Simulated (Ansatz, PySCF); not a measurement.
Process, species as SMILES: BB (B2H4) + [H][H] (H2) -> 2 B (BH3)
Geometries: B3LYP-D3(BJ)/def2-TZVP minima from Ansatz (a quantum-chemistry and plane-wave program), one conformer each, not searched for the lowest.
Geometry of the first species:
```xyz
6

B      0.0005     0.0106     0.8133
B     -0.0005    -0.0106    -0.8133
H      1.0141     0.0110     1.4491
H     -1.0125     0.0267     1.4501
H      0.0070     0.9944    -1.4628
H     -0.0087    -1.0321    -1.4364
```

Property: energy of full hydrogenation (enthalpy at 298 K, with B3LYP-D3(BJ) rigid-rotor harmonic-oscillator terms from PySCF), in kcal/mol. Correlated levels leave the core frozen unless marked. No spin-orbit coupling. No relativistic terms. Basis-set limits of correlation are two-point, X^-3; Hartree-Fock from the larger set.

```json
[
 {"level": "HF/def2-QZVPPD", "program": "Ansatz", "energy of full hydrogenation (kcal/mol)": "-8.0"}
]
```

Q: Predict the CCSD(T)/CBS(def2-TZVPPD,def2-QZVPPD) result (Ansatz).

A: -1.0 kcal/mol
